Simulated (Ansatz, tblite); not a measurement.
Removing and adding an electron: `C[Si](C)(C)[Si](C)(C)[Si](C)(C)C`. Total charge 0; singlet. Geometry: PBE-D4/def2-SVP. Ansatz, gas phase; energy differences of separate SCF runs; the oxidised species was run as a doublet alone; the reduced species was run as a doublet alone.

```tsv
atom	x (Å)	y (Å)	z (Å)
C1	-0.7717	-2.6228	-0.7590
Si2	0.8380	-1.7817	-0.1923
C3	1.9615	-1.4914	-1.6993
C4	1.7360	-2.9265	1.0347
Si5	0.3703	0.2741	0.8625
C6	-0.4301	-0.0602	2.5662
C7	2.0083	1.2287	1.1085
Si8	-1.1046	1.5841	-0.4283
C9	-0.5137	1.6713	-2.2346
C10	-1.1687	3.3463	0.2880
C11	-2.8511	0.8329	-0.3726
H12	-0.5663	-3.6262	-1.1884
H13	-1.2858	-2.0205	-1.5361
H14	-1.4764	-2.7541	0.0878
H15	2.2043	-2.4495	-2.2058
H16	2.9175	-1.0178	-1.3947
H17	1.4774	-0.8252	-2.4422
H18	2.6811	-2.4670	1.3910
H19	1.1052	-3.1346	1.9233
H20	1.9887	-3.8989	0.5612
H21	-1.3777	-0.6255	2.4522
H22	0.2459	-0.6557	3.2146
H23	-0.6617	0.8881	3.0946
H24	2.7276	0.6425	1.7177
H25	2.4881	1.4458	0.1321
H26	1.8331	2.1958	1.6243
H27	-1.1602	2.3481	-2.8324
H28	0.5266	2.0515	-2.2995
H29	-0.5379	0.6703	-2.7125
H30	-1.5077	3.3357	1.3445
H31	-1.8712	3.9855	-0.2877
H32	-0.1692	3.8271	0.2585
H33	-2.8610	-0.1981	-0.7815
H34	-3.5662	1.4426	-0.9645
H35	-3.2285	0.7855	0.6697
```

The xTB rows come from tblite. HOMO above LUMO, or a gap near zero within one spin, warns that the state may not be the lowest or that an electron is smeared out.

| level | −HOMO (eV) | vertical IE (eV) | −LUMO (eV) | vertical EA (eV) | HOMO–LUMO gap (eV) | IE − EA (eV) | remarks |
| --- | --- | --- | --- | --- | --- | --- | --- |
| GFN1-xTB | 10.16 | 12.01 | 6.22 | 4.17 | 3.94 | 7.84 | – |
| GFN2-xTB | 8.89 | 10.97 | 4.78 | 2.49 | 4.11 | 8.48 | – |
| PBE-D4/def2-SVP | 5.40 | 7.73 | 0.01 | -1.70 | 5.39 | 9.43 | HOMO above zero (-1 doublet), gap within one spin near zero (-1 doublet) |
| PBE0-D4/def2-SVP | 6.49 | 8.04 | -0.74 | -1.97 | 7.24 | 10.01 | HOMO above zero (-1 doublet) |

Relaxing the oxidised species (PBE-D4/def2-SVP) changes its energy by -0.53 eV at PBE-D4/def2-SVP, so the adiabatic ionisation energy to this nearest minimum is 7.19 eV. At PBE0-D4/def2-SVP it is 7.41 eV.     A HOMO above zero means that the electron is unbound at that level or that self-interaction error raises the level; the energy of removing that electron tells which. Raw xTB energy differences between charge states are shifted by several eV; the methods need an empirical correction for them. Sets without diffuse functions give affinities that are too small. A negative affinity means that the extra electron isn't bound; its size then hangs on the basis.
